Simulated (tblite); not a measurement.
A geometry optimisation, step by step.

Species: C₅H₇BrO.
SMILES with atom numbers: `[CH3:1][CH2:2]/[CH:3]=[CH:4]/[C:5](=[O:6])[Br:7]` (hydrogens: H8, H9, H10 on C1; H11, H12 on C2; H13 on C3; H14 on C4)

Computed with GFN2-xTB (tblite), gas phase: L-BFGS steps from a force-field or distance-geometry start until the largest atomic force falls under 0.01 eV/Å. 13 of its 43 geometries are shown.

Step 0: E = -609.3471 eV, largest atomic force 2.267 eV/Å
```
atom  x, y, z in Å  |  force x, y, z in eV/Å
C1     -2.093    0.404   -0.375   -0.819   0.719   0.012
C2     -1.127   -0.541    0.283    0.803  -0.531   0.592
C3      0.241    0.079    0.453   -0.602  -0.031   0.071
C4      1.346   -0.384   -0.136    0.815   0.003   0.035
C5      2.648    0.280    0.087   -0.930   1.689   1.192
O6      2.816    1.279    0.759   -0.194  -1.425  -0.898
Br7     4.176   -0.463   -0.788    0.125  -0.364  -0.258
H8     -2.217    1.330    0.215    0.081  -0.412  -0.251
H9     -3.080   -0.069   -0.466    0.265   0.140   0.046
H10    -1.767    0.683   -1.373    0.083  -0.016   0.005
H11    -1.063   -1.471   -0.296    0.131   0.186   0.013
H12    -1.502   -0.825    1.286    0.144   0.223  -0.309
H13     0.280    0.970    1.092    0.067  -0.383  -0.337
H14     1.340   -1.272   -0.762    0.031   0.202   0.087
```

Step 4: E = -609.4568 eV, largest atomic force 0.269 eV/Å
```
atom  x, y, z in Å  |  force x, y, z in eV/Å
C1     -2.100    0.412   -0.373   -0.106   0.100   0.010
C2     -1.110   -0.547    0.290   -0.051  -0.131   0.032
C3      0.233    0.067    0.448   -0.085  -0.065  -0.035
C4      1.354   -0.386   -0.128    0.025   0.122   0.084
C5      2.600    0.312    0.108    0.131   0.104   0.069
O6      2.813    1.277    0.763   -0.105   0.031   0.033
Br7     4.177   -0.492   -0.807   -0.231  -0.128  -0.050
H8     -2.216    1.324    0.211    0.033  -0.056  -0.017
H9     -3.075   -0.065   -0.463    0.075   0.026   0.032
H10    -1.763    0.683   -1.370    0.044   0.001  -0.001
H11    -1.051   -1.464   -0.298    0.083  -0.009  -0.037
H12    -1.495   -0.813    1.280    0.055   0.062  -0.015
H13     0.283    0.949    1.073    0.009   0.047  -0.006
H14     1.349   -1.257   -0.756    0.123  -0.103  -0.100
```

Step 7: E = -609.4685 eV, largest atomic force 0.190 eV/Å
```
atom  x, y, z in Å  |  force x, y, z in eV/Å
C1     -2.100    0.414   -0.373    0.027  -0.026  -0.015
C2     -1.114   -0.554    0.287    0.058   0.022  -0.011
C3      0.227    0.059    0.445    0.078   0.072  -0.005
C4      1.355   -0.383   -0.122    0.036  -0.011  -0.056
C5      2.596    0.326    0.118   -0.030  -0.110  -0.016
O6      2.803    1.290    0.774    0.039   0.020  -0.017
Br7     4.148   -0.517   -0.819   -0.184   0.023   0.043
H8     -2.212    1.322    0.213    0.037   0.015   0.034
H9     -3.072   -0.062   -0.459   -0.049  -0.005  -0.014
H10    -1.757    0.683   -1.368    0.012   0.009  -0.012
H11    -1.038   -1.466   -0.304   -0.036  -0.053  -0.011
H12    -1.489   -0.805    1.282   -0.028  -0.055   0.019
H13     0.283    0.946    1.064   -0.050   0.050   0.025
H14     1.369   -1.256   -0.759    0.090   0.049   0.036
```

Step 10: E = -609.4730 eV, largest atomic force 0.064 eV/Å
```
atom  x, y, z in Å  |  force x, y, z in eV/Å
C1     -2.098    0.413   -0.373    0.020  -0.017   0.010
C2     -1.111   -0.556    0.286    0.006   0.003  -0.002
C3      0.229    0.063    0.443   -0.030   0.007   0.002
C4      1.357   -0.380   -0.123   -0.043   0.019   0.029
C5      2.595    0.326    0.122   -0.026   0.038   0.005
O6      2.802    1.293    0.775    0.049  -0.032  -0.026
Br7     4.118   -0.524   -0.820    0.011  -0.009  -0.008
H8     -2.206    1.321    0.216    0.030  -0.026  -0.001
H9     -3.073   -0.061   -0.458    0.014   0.019  -0.012
H10    -1.754    0.684   -1.368   -0.009  -0.001   0.010
H11    -1.036   -1.470   -0.307   -0.023   0.019   0.032
H12    -1.488   -0.807    1.282    0.012  -0.040  -0.047
H13     0.279    0.950    1.063   -0.022   0.008  -0.013
H14     1.385   -1.252   -0.758    0.011   0.012   0.021
```

Step 14: E = -609.4744 eV, largest atomic force 0.054 eV/Å
```
atom  x, y, z in Å  |  force x, y, z in eV/Å
C1     -2.096    0.411   -0.373   -0.011   0.012  -0.009
C2     -1.111   -0.557    0.285   -0.008  -0.022   0.002
C3      0.224    0.066    0.444    0.014   0.002   0.005
C4      1.354   -0.376   -0.120    0.030   0.011  -0.003
C5      2.592    0.329    0.121    0.026  -0.007  -0.005
O6      2.811    1.294    0.773    0.007   0.026   0.009
Br7     4.112   -0.529   -0.823    0.010  -0.018  -0.020
H8     -2.199    1.317    0.218    0.007   0.020   0.018
H9     -3.072   -0.057   -0.460   -0.022  -0.003   0.000
H10    -1.754    0.684   -1.367    0.016   0.002  -0.014
H11    -1.039   -1.471   -0.304    0.017  -0.031  -0.041
H12    -1.487   -0.816    1.277   -0.024  -0.016   0.036
H13     0.272    0.955    1.061   -0.029   0.017  -0.005
H14     1.390   -1.249   -0.753   -0.032   0.007   0.024
```

Step 18: E = -609.4756 eV, largest atomic force 0.033 eV/Å
```
atom  x, y, z in Å  |  force x, y, z in eV/Å
C1     -2.095    0.411   -0.373    0.012  -0.017   0.015
C2     -1.113   -0.564    0.284    0.023   0.003  -0.003
C3      0.220    0.068    0.446    0.005  -0.006   0.004
C4      1.354   -0.368   -0.114   -0.003  -0.003   0.011
C5      2.596    0.334    0.121    0.002  -0.005   0.007
O6      2.824    1.297    0.772    0.002  -0.006  -0.020
Br7     4.108   -0.539   -0.831   -0.013   0.009   0.003
H8     -2.189    1.316    0.223   -0.015  -0.009  -0.017
H9     -3.074   -0.053   -0.462    0.001   0.017   0.009
H10    -1.750    0.684   -1.368    0.004  -0.005   0.025
H11    -1.037   -1.477   -0.310    0.019   0.024  -0.008
H12    -1.490   -0.830    1.276   -0.001   0.013  -0.030
H13     0.257    0.963    1.056   -0.020  -0.009  -0.005
H14     1.389   -1.245   -0.742   -0.016  -0.006   0.009
```

Step 21: E = -609.4760 eV, largest atomic force 0.022 eV/Å
```
atom  x, y, z in Å  |  force x, y, z in eV/Å
C1     -2.094    0.409   -0.371   -0.007   0.013  -0.006
C2     -1.111   -0.566    0.283   -0.017   0.008  -0.011
C3      0.220    0.069    0.447   -0.014   0.007   0.007
C4      1.355   -0.366   -0.112   -0.005  -0.015   0.013
C5      2.597    0.334    0.121   -0.004  -0.004  -0.010
O6      2.827    1.299    0.769    0.001   0.008  -0.002
Br7     4.106   -0.541   -0.833   -0.002   0.001  -0.002
H8     -2.188    1.315    0.222   -0.002  -0.003   0.004
H9     -3.075   -0.050   -0.461    0.014  -0.006   0.009
H10    -1.748    0.684   -1.365    0.004  -0.003  -0.002
H11    -1.033   -1.476   -0.314    0.017   0.007  -0.007
H12    -1.492   -0.832    1.273    0.010  -0.006  -0.007
H13     0.250    0.965    1.055    0.003   0.010   0.014
H14     1.385   -1.245   -0.737    0.003  -0.017   0.000
```

Step 24: E = -609.4763 eV, largest atomic force 0.021 eV/Å
```
atom  x, y, z in Å  |  force x, y, z in eV/Å
C1     -2.093    0.410   -0.371    0.001   0.002  -0.004
C2     -1.111   -0.566    0.281    0.014   0.001   0.005
C3      0.219    0.070    0.449    0.013   0.006  -0.001
C4      1.354   -0.367   -0.108   -0.001   0.000   0.004
C5      2.597    0.334    0.121   -0.010  -0.002   0.007
O6      2.830    1.300    0.766   -0.013  -0.005  -0.012
Br7     4.103   -0.542   -0.835    0.000  -0.002  -0.007
H8     -2.187    1.315    0.223    0.001   0.015   0.011
H9     -3.074   -0.049   -0.460   -0.012  -0.015  -0.005
H10    -1.747    0.683   -1.364   -0.004   0.009  -0.019
H11    -1.029   -1.474   -0.317    0.002   0.004  -0.011
H12    -1.492   -0.835    1.270   -0.003  -0.014   0.008
H13     0.246    0.967    1.056    0.011  -0.002   0.004
H14     1.384   -1.246   -0.734    0.000   0.003   0.019
```

Step 28: E = -609.4765 eV, largest atomic force 0.027 eV/Å
```
atom  x, y, z in Å  |  force x, y, z in eV/Å
C1     -2.093    0.411   -0.372   -0.001  -0.004   0.006
C2     -1.110   -0.565    0.280   -0.009   0.001  -0.002
C3      0.219    0.072    0.452   -0.005  -0.007   0.008
C4      1.353   -0.369   -0.102    0.006   0.004  -0.002
C5      2.596    0.332    0.121    0.014   0.002  -0.004
O6      2.829    1.302    0.761    0.000   0.015   0.007
Br7     4.101   -0.543   -0.838   -0.005  -0.003  -0.002
H8     -2.187    1.316    0.225    0.000  -0.014  -0.016
H9     -3.074   -0.051   -0.459    0.014   0.010  -0.008
H10    -1.747    0.685   -1.366   -0.020   0.005   0.018
H11    -1.023   -1.470   -0.324   -0.007   0.007   0.001
H12    -1.491   -0.841    1.267    0.001  -0.003  -0.010
H13     0.245    0.970    1.058    0.014   0.002  -0.002
H14     1.382   -1.250   -0.725   -0.001  -0.012   0.006
```

Step 32: E = -609.4767 eV, largest atomic force 0.012 eV/Å
```
atom  x, y, z in Å  |  force x, y, z in eV/Å
C1     -2.093    0.411   -0.371   -0.002   0.002  -0.001
C2     -1.109   -0.565    0.279    0.004  -0.001  -0.001
C3      0.219    0.073    0.454    0.004  -0.002  -0.003
C4      1.353   -0.369   -0.099    0.002  -0.004   0.004
C5      2.596    0.333    0.121   -0.003   0.005   0.001
O6      2.829    1.304    0.758    0.009  -0.001  -0.004
Br7     4.098   -0.545   -0.841    0.000   0.003   0.003
H8     -2.187    1.315    0.224   -0.007   0.005   0.008
H9     -3.072   -0.051   -0.460   -0.009  -0.002   0.001
H10    -1.750    0.687   -1.365    0.003   0.003  -0.004
H11    -1.020   -1.467   -0.328   -0.003  -0.005  -0.003
H12    -1.491   -0.846    1.264   -0.004   0.002   0.000
H13     0.246    0.971    1.059    0.003  -0.002  -0.004
H14     1.381   -1.253   -0.718    0.005  -0.002   0.004
```

Step 35: E = -609.4767 eV, largest atomic force 0.012 eV/Å
```
atom  x, y, z in Å  |  force x, y, z in eV/Å
C1     -2.094    0.411   -0.371   -0.001   0.001   0.000
C2     -1.109   -0.565    0.278   -0.002   0.001   0.000
C3      0.219    0.073    0.454   -0.003  -0.001  -0.005
C4      1.354   -0.370   -0.098    0.000   0.003   0.001
C5      2.596    0.334    0.121    0.005  -0.008   0.005
O6      2.830    1.305    0.757   -0.005  -0.001  -0.005
Br7     4.098   -0.545   -0.841    0.005   0.000  -0.003
H8     -2.189    1.315    0.225   -0.004  -0.003   0.004
H9     -3.073   -0.051   -0.460    0.000   0.000   0.001
H10    -1.750    0.688   -1.365    0.000   0.003   0.001
H11    -1.020   -1.466   -0.329   -0.002   0.003   0.002
H12    -1.492   -0.846    1.263    0.000   0.001  -0.001
H13     0.247    0.972    1.059   -0.004  -0.004  -0.005
H14     1.381   -1.255   -0.716    0.009   0.004   0.006
```

Step 38: E = -609.4768 eV, largest atomic force 0.012 eV/Å
```
atom  x, y, z in Å  |  force x, y, z in eV/Å
C1     -2.095    0.412   -0.371   -0.002   0.001   0.002
C2     -1.109   -0.564    0.277   -0.006   0.002  -0.002
C3      0.219    0.072    0.454   -0.003   0.002   0.001
C4      1.355   -0.371   -0.096    0.003  -0.005  -0.001
C5      2.598    0.333    0.121    0.003  -0.003  -0.003
O6      2.832    1.307    0.755   -0.005   0.005   0.005
Br7     4.098   -0.545   -0.842    0.006  -0.003  -0.002
H8     -2.191    1.315    0.227    0.002  -0.007  -0.002
H9     -3.074   -0.051   -0.460    0.008   0.002  -0.002
H10    -1.751    0.690   -1.365   -0.005   0.003   0.009
H11    -1.021   -1.466   -0.331   -0.001   0.001   0.000
H12    -1.493   -0.847    1.262    0.004   0.002   0.001
H13     0.248    0.971    1.057   -0.009   0.008   0.000
H14     1.384   -1.257   -0.712    0.006  -0.009  -0.004
```

Step 42: E = -609.4768 eV, largest atomic force 0.009 eV/Å
```
atom  x, y, z in Å  |  force x, y, z in eV/Å
C1     -2.096    0.413   -0.370    0.003  -0.001   0.002
C2     -1.110   -0.564    0.276    0.009  -0.002   0.002
C3      0.220    0.072    0.453    0.005  -0.001  -0.003
C4      1.356   -0.373   -0.093   -0.002  -0.001  -0.001
C5      2.599    0.333    0.122   -0.006   0.004  -0.001
O6      2.832    1.308    0.753   -0.002  -0.007  -0.001
Br7     4.099   -0.545   -0.843   -0.002   0.003   0.006
H8     -2.193    1.314    0.230    0.001   0.006   0.007
H9     -3.074   -0.051   -0.460   -0.005  -0.005  -0.003
H10    -1.753    0.693   -1.363    0.001   0.006  -0.004
H11    -1.022   -1.465   -0.333    0.000  -0.001  -0.002
H12    -1.493   -0.847    1.260    0.005   0.000   0.002
H13     0.246    0.973    1.055   -0.002   0.000  -0.009
H14     1.388   -1.260   -0.708   -0.006   0.000   0.004
```

Question: Summarise the path.

Answer: The energy falls by 0.1297 eV from step 0 to step 42; nine tenths of that is first reached at step 6. It falls at every step. The largest force goes from 2.267 to 0.009 eV/Å. Among the bonds C5–Br7 changes most, from 1.912 to 1.988 Å; the atoms move by 0.054 Å rms after alignment.

The cost below is that of the whole relaxation. On one thread, Arm Neoverse N1 (aarch64), on a shared host, this took 0.36 s wall.
